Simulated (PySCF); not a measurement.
## Si2H6NClO2

Si2H6NClO2 is a small molecule, neutral, singlet. The structure, one conformer, was relaxed in the gas phase by PBE0-D3(BJ)/def2-SVP. No frequency run checks that it is a minimum.

SMILES: O[Si](O)(Cl)N[SiH3]

```xyz
12

Si   -0.476   -1.323    0.349
N    -0.271    0.343    0.043
Si    0.538    1.127   -1.299
O     0.153   -1.884    1.768
O    -2.071   -1.704    0.406
Cl    0.490   -2.262   -1.224
H    -0.770    0.967    0.672
H     1.984    0.763   -1.360
H     0.417    2.594   -1.045
H    -0.083    0.812   -2.620
H     1.108   -1.837    1.874
H    -2.287   -2.515    0.877
```
Atoms count from 1 in this order.

Shieldings: GIAO PBE0/pcSseg-1. Shifts are against computed references at the same level: H TMS (σ 31.27 ppm), Si TMS (σ 352.0 ppm). Core levels by delta-SCF with SCAN, pcX-2 on the ionised atom and pcseg-1 elsewhere, spin-free X2C (2p3/2 is the spin-free 2p value less a third of a first-order spin-orbit splitting); from the vacuum level, for chosen atoms.

Task: Give the NMR and core-level values of the distinct atoms.

Result: 
| atoms | bonded to | σ (ppm) | δ (ppm) | core level (eV) |
| --- | --- | --- | --- | --- |
| Si1 | 1 Cl + 1 N + 2 O | 391.1 | -39.1 | 2p3/2 108.75 |
| N2 | 2 Si + 1 H | 241.6 | - | 1s 404.68 |
| Si3 | 1 N + 3 H | 405.3 | -53.4 | - |
| O4 | 1 Si + 1 H | 254.4 | - | 1s 539.03 |
| O5 | 1 Si + 1 H | 269.6 | - | 1s 539.03 |
| Cl6 | 1 Si | 893.0 | - | 2p3/2 206.00 |
| H7 | 1 N | 30.79 | 0.48 | - |
| H8 H9 H10 | 1 Si | 26.67 | 4.59 | - |
| H11 | 1 O | 29.26 | 2.01 | - |
| H12 | 1 O | 29.08 | 2.19 | - |

Values are those of this one static structure, with the three H of a rotating XH3 group averaged; atoms that internal rotation interchanges would show their mean in an NMR spectrum.

Task: By CAM-B3LYP/def2-SVPD (TDDFT singlets, Tamm-Dancoff triplets, ionisation by delta-SCF), where does absorption start, and what does vertical ionisation take?

Result: The lowest singlet lies at 6.76 eV (f 0.008), the strongest of the first 6 at 8.22 eV (f 0.025), the lowest triplet at 6.44 eV; vertical ionisation takes 10.17 eV.
